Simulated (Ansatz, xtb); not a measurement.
## Relative energy of two isomers of F3SSi

We compare a, `FS[Si](F)F`, a doublet, with b, `F[Si](F)(F)[S]`, a doublet. Both are isolated molecules in the gas phase, relaxed with B3LYP/6-31G*; each stands in its lowest conformer found.

Task: Estimate which is lower in electronic energy at CCSD(T)/def2-SVP + ΔMP2/def2-TZVPP, and by roughly how much.

Result: The CCSD(T)/def2-SVP + ΔMP2/def2-TZVPP calculation puts structure b lower, by 3.568 eV.

How the difference moves with the method:

```csv
level,geometry,E(b) − E(a) (eV),departure from the last row (eV),"job, with rough time for the two"
GFN2-xTB,GFN2-xTB,−2.577,+0.991,"optimisation, 0.19 s"
HF/STO-3G,GFN2-xTB,−2.403,+1.165,"single point, 1.2 s"
r2SCAN-D4/def2-SVP,GFN2-xTB,−3.389,+0.179,"single point, 14 s"
B3LYP/6-31G*,B3LYP/6-31G*,−3.426,+0.142,"optimisation, 1.7 min"
HF/def2-SVP,B3LYP/6-31G*,−4.020,−0.452,part of the CCSD(T) run
MP2/def2-SVP,B3LYP/6-31G*,−3.750,−0.182,part of the CCSD(T) run
CCSD(T)/def2-SVP,B3LYP/6-31G*,−3.651,−0.083,single point
CCSD(T)/def2-SVP + ΔMP2/def2-TZVPP,B3LYP/6-31G*,−3.568,,"single point, 47 s"
```

As drawn, b has 1 F–Si in place of 1 F–S.

The levels shown agree on the order. The largest departure from CCSD(T)/def2-SVP + ΔMP2/def2-TZVPP is that of HF/STO-3G, 1.165 eV. The last row adds to CCSD(T) the change of the MP2 difference between the two basis sets, here +0.083 eV.

With harmonic frequencies from B3LYP/6-31G* (ideal gas, rigid rotor, one conformer each, 298.15 K, 1 atm): on the last row, ΔE + ΔZPE = −3.528, ΔH = −3.543, ΔG = −3.501 eV.

Open shells are spin-unrestricted. The correlated steps freeze 13 core orbitals. Mirror images aren't counted in ΔG. Run with Ansatz 0.2.0, xtb 6.7.1; the last row on 1 thread of Intel(R) Xeon(R) 6975P-C (Granite Rapids) on a shared host.
